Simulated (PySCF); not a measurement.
C₇H₁₄OP (charge +1).
SMILES with atom numbers: `[CH3:1][P+:2]1([CH3:3])[CH2:4][CH2:5][C:6](=[O:7])[CH2:8][CH2:9]1`

Probes without a nucleus sit at each ring's centroid and 1 Å off its mean plane on both sides; NICS is minus the shielding there, NICSzz its component along the normal. Level: GIAO PBE0/pcSseg-1 (PySCF, non-relativistic, gas phase) on the GFN2-xTB geometry, one conformer.

Ring bond lengths (Å), with Mayer bond orders in brackets: P2–C4 1.818 (0.98), C4–C5 1.533 (1.01), C5–C6 1.523 (0.95), C6–C8 1.524 (0.95), C8–C9 1.534 (1.01), C9–P2 1.819 (0.98).

Question: What do the NICS probes read (ppm)?

Answer: 
```json
{"ring": "P2–C4–C5–C6–C8–C9", "type": "6-membered ring with P; formal bonds all single", "NICS(0)": "-0.7", "NICS(1), two faces": "-2.4 / -0.5", "NICS(1)zz, two faces": "1.8 / 6.1", "rms pucker (Å)": "0.25", "centre to ring atoms, mean (Å)": "1.56"}
```

Question: What do they say, and how far can they be read as aromaticity?

Answer: 
- P2–C4–C5–C6–C8–C9: mean NICS(1)zz 4.0 ppm, deshielded. P2, C4, C5, C8, C9 have four or more neighbours, so the value isn't read as a sign of a π ring current. The two faces differ by 4.3 ppm, so no symmetry operation interchanges them.

Question: List the ring angles and the Hirshfeld charges of the ring atoms.

Answer: 
- P2–C4–C5–C6–C8–C9: P2 105.5° (+0.485 e), C4 110.6° (-0.081 e), C5 111.1° (-0.065 e), C6 114.5° (+0.174 e), C8 111.2° (-0.065 e), C9 110.3° (-0.080 e); sum 663.2° against 720° for a flat convex ring.

Question: What are the shieldings of the ring atoms and their hydrogens in the same run (means over atoms taken as equivalent)?

Answer: 
```
       atoms                     environment  σ isotropic (ppm)
          P2          phosphonium phosphorus              318.6
     C4 (×2)  sp3 carbon bound to phosphorus              159.0
     C5 (×2)   sp3 carbon next to a carbonyl              149.8
          C6          ketone carbonyl carbon              -15.5
H on C4 (×4)              methylene hydrogen              29.06
H on C5 (×4)              methylene hydrogen              28.86
```
